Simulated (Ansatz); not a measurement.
Mulliken charges of `[NH2][In]([F])[SH]` from PBE/def2-TZVPP in Ansatz (PBE0-D4/def2-TZVP geometry).

| atom | x (Å) | y (Å) | z (Å) | charge (e) |
| --- | --- | --- | --- | --- |
| N1 | -1.257 | 1.087 | 0.511 | -0.437 |
| In2 | 0.238 | -0.159 | 0.038 | 0.782 |
| F3 | 0.948 | -1.137 | 1.575 | -0.447 |
| S4 | 1.463 | -0.536 | -1.939 | -0.346 |
| H5 | -1.913 | 1.306 | -0.226 | 0.148 |
| H6 | -1.766 | 0.826 | 1.344 | 0.158 |
| H7 | 2.287 | -1.387 | -1.303 | 0.141 |

Q: By hand: the dipole of these point charges (1 e Å = 4.8032 D).

A: Σ q r = (-0.434, 0.223, -0.232) e Å, of length 0.540 e Å = 2.59 D.

Q: How does the dipole of the full density compare? (Estimate.)

A: Ansatz gave: (-0.404, 0.138, -0.258) e Å, 2.40 D; the point charges give 1.08 times that, at 9° from its direction.

Point charges leave out the atoms' own dipoles, such as those of lone pairs, and Mulliken's split depends on the basis, so the close match here is no proof of good charges.
